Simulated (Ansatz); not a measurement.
B₃NH₁₀ (relaxed from a model of B3H7(NH3), whose bonding it doesn't keep). Total charge 0; triplet. Geometry PBE0-D4/def2-SVP, that of the neutral singlet; atoms count from 1.

```tsv
atom	x (Å)	y (Å)	z (Å)
B1	-0.117	1.315	0.316
B2	-1.151	0.314	-0.646
H3	-0.775	1.585	-0.817
B4	-0.101	-0.487	0.615
N5	1.188	-1.119	-0.116
H6	0.218	-0.200	1.754
H7	-0.625	1.998	1.172
H8	1.043	1.563	0.031
H9	-2.338	0.341	-0.419
H10	-0.802	-0.223	-1.685
H11	-0.962	-1.345	0.669
H12	0.944	-1.387	-1.072
H13	1.928	-0.416	-0.173
H14	1.551	-1.938	0.372
```

At PBE0-D4/def2-TZVP a singlet of charge 0 lies 6.83 eV below the triplet at the same geometry.

Question: Estimate the Mulliken populations from the PBE0/def2-TZVP orbitals of Ansatz.

Answer: 
```tsv
atom	charge (e)	spin (α − β)
B1	-0.30	0.52
B2	-0.44	0.69
H3	0.29	0.14
B4	-0.18	0.36
N5	-0.34	-0.04
H6	0.09	0.18
H7	0.01	-0.03
H8	-0.04	-0.02
H9	0.02	-0.02
H10	-0.02	-0.02
H11	0.08	0.16
H12	0.27	0.04
H13	0.30	0.01
H14	0.27	0.03
```
Mulliken values depend strongly on the basis.

Question: Where does the spin sit?

Answer: Summed by element: B 1.57, H 0.47, N -0.04, of 2 unpaired in all. Largest on single atoms: B2 0.69, B1 0.52, B4 0.36.

Question: And the Mayer bond orders between heavy atoms (over 0.3)?

Answer: B1–B2 0.33 (1.73 Å); B1–B4 0.51 (1.83 Å); B2–B4 0.48 (1.83 Å); B4–N5 0.76 (1.61 Å).
